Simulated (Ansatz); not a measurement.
Cartesian coordinates in Å:
```
B 2.439 -0.289 0.135
Al 0.356 -0.174 -0.274
C -0.511 -0.853 -1.888
O -0.615 0.553 0.908
Al -1.610 1.257 2.062
H 2.948 -1.220 0.697
H 3.214 0.573 -0.179
H -1.247 -0.142 -2.275
H 0.197 -1.077 -2.691
H -1.053 -1.780 -1.668
H -1.801 2.829 2.046
H -2.316 0.323 3.129
```

Total charge 0; spin multiplicity 1.

Question: List the CAM-B3LYP/def2-TZVPP orbital energies in eV (Ansatz 0.2.0). (An estimate is asked.)

Answer: Ansatz gave: Occupied: -1526.15, -1525.71, -521.57, -277.85, -185.74, -114.20, -113.78, -74.95, -74.75, -74.72, -74.53, -74.35, -74.29, -27.47, -20.54, -15.61, -14.52, -12.48, -12.44, -11.84, -11.29, -11.09, -11.06, -10.52, -9.47, -8.45. Lowest empty: -1.09, 0.00, 0.59, 0.99, 2.18, 2.30, 2.85, 3.18.
